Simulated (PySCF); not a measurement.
## Atomic charges by several schemes

Species: 1-propanesulfonyl chloride, C3H7ClO2S.
Z-matrix (Å and degrees, GFN2-xTB geometry), rows numbered from 1:
```
C 
C   1  1.5238
C   2  1.5100  1  112.06
S   3  1.8050  2  109.93  1    76.06
O   4  1.4271  3  109.58  2   175.84
O   4  1.4262  3  113.01  2   -49.67
Cl  4  2.0426  3  101.10  2    63.81
H   1  1.0879  2  110.58  3    61.95
H   1  1.0854  2  110.47  3   -58.49
H   1  1.0867  2  110.09  3  -178.47
H   2  1.0917  1  109.90  3   120.85
H   2  1.0933  1  109.51  3  -121.20
H   3  1.0866  2  113.17  1   -40.83
H   3  1.0853  2  113.79  1  -167.87
```

Density: PBE0/pcSseg-1 (PySCF); schemes: Mulliken, IAO, Hirshfeld and ESP-fitted. The structure is a single GFN2-xTB conformer in the gas phase; no vibrational or solvent corrections.

Problem. Atoms with like bonding are taken together and averaged. Which atoms carry the lowest charge in the Mulliken, IAO, Hirshfeld and ESP-fitted schemes?

Solution. All schemes agree: Mulliken O5/O6 (-0.471); IAO O5/O6 (-0.830); Hirshfeld O5/O6 (-0.274); ESP-fitted O5/O6 (-0.408).

Problem. At which atom do the 4 schemes differ most?

Solution. At S4: from +0.532 (Hirshfeld) to +1.963 e (IAO), 1.431 e apart.

Problem. For which atoms does the sign change between the 4 schemes (beyond +0.03 e in one, beyond −0.03 e in another)?

Solution. C2.

Problem. What partial charge does each atom carry?

Solution. In e; atoms taken as equivalent share a row and are averaged (×n: the atom named and its like, n in all):

```csv
atom,environment,Mulliken,IAO,Hirshfeld,ESP-fitted
C1,methyl carbon,-0.284,-0.429,-0.124,-0.246
C2,chain CH2 carbon,-0.301,-0.262,-0.069,+0.115
C3,sp3 carbon bound to sulfur,-0.334,-0.441,-0.060,-0.388
S4,sulfonyl sulfur,+0.960,+1.963,+0.532,+0.811
O5/O6,sulfonyl oxygen,-0.471,-0.830,-0.274,-0.408
Cl7,chlorine bonded to S,-0.153,-0.283,-0.057,-0.114
H8/H9/H10,methyl hydrogen,+0.130,+0.149,+0.038,+0.073
H11/H12,methylene hydrogen,+0.147,+0.151,+0.040,+0.027
H13/H14,methylene hydrogen,+0.185,+0.182,+0.066,+0.183
```

Mean size of the charges over all atoms: IAO 0.439 e, Mulliken 0.288 e, ESP-fitted 0.223 e, Hirshfeld 0.123 e. Each set sums to the total charge, 0, to within 0.001 e. The Hirshfeld scheme divides the density at each point in proportion to the densities of the neutral, spherically averaged free atoms. The Mulliken scheme gives each basis function's population to the atom it is centred on and halves the overlap population of two atoms between them.

Some averages cover members that differ in this geometry: H13/H14, ESP-fitted +0.146 to +0.220; H8/H9/H10, Mulliken +0.110 to +0.153; O5/O6, ESP-fitted -0.428 to -0.388; H11/H12, ESP-fitted +0.010 to +0.044 e.

Problem. How closely do the schemes follow one another over all atoms?

Solution. Correlation coefficient and root-mean-square difference: IAO with Hirshfeld 0.99, 0.469 e; Mulliken with IAO 0.98, 0.307 e; Mulliken with Hirshfeld 0.97, 0.190 e; IAO with ESP-fitted 0.95, 0.373 e; Hirshfeld with ESP-fitted 0.94, 0.148 e; Mulliken with ESP-fitted 0.93, 0.134 e.

Problem. How many electrons does the ESP-fitted scheme count on O6?

Solution. Its own charge is -0.388 e, so Z − q = 8.388.

These values come from a run that also computed NMR shieldings. The run took 24 s of wall time on one thread of an Arm Neoverse V1, no GPU, on a shared host, and the process peaked at 0.75 GiB of memory.
